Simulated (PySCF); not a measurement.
# [Yb(HCN)]2+ at several levels of theory

Computed with PySCF 2.14.0 (density fitting, no spin-orbit coupling) at the geometry relaxed with PBE0:

```xyz
4
[Yb(HCN)]2+ (singlet)
Yb    0.0000    0.0000   -0.2293
N     0.0000    0.0000    2.1134
C     0.0000    0.0000    3.2667
H     0.0000    0.0000    4.3626
```

```
level                                                           basis    state  HOMO (eV)  gap (eV)  charge on Yb1 (e)  population of f-type functions on Yb1 (core shells left out)  dipole about the centre of mass (D)  largest force component (eV/Å)
 PBE0      Yb def2-SVP with ECP28, N def2-SVP, C def2-SVP, H def2-SVP  singlet     -18.30      6.44               1.77                                                         14.00                                 3.38                            0.00
  PBE                                                        the same  singlet     -15.46      2.66               1.73                                                         13.99                                 3.38                            1.64
 PBE0  Yb def2-TZVP with ECP28, N def2-TZVP, C def2-TZVP, H def2-TZVP  singlet     -18.23      6.33               1.82                                                         14.00                                 3.44                            1.15
```

Charges are Mulliken's, which hang on the basis. The relaxation used the grid (50, 194), these runs (75, 302) or, all-electron (x2c bases, spin-free X2C Hamiltonian), (99, 590).

(1) What does revPBE with Yb def2-SVP with ECP28, N def2-SVP, C def2-SVP, H def2-SVP give here?

Answers

(1) state singlet, HOMO (eV) -15.39, gap (eV) 2.57, charge on Yb1 (e) 1.74, population of f-type functions on Yb1 (core shells left out) 13.99, dipole about the centre of mass (D) 3.34, largest force component (eV/Å) 1.77. Time: 5.1 s on 2 threads of Arm Neoverse V2 (shared host), from an already converged density.
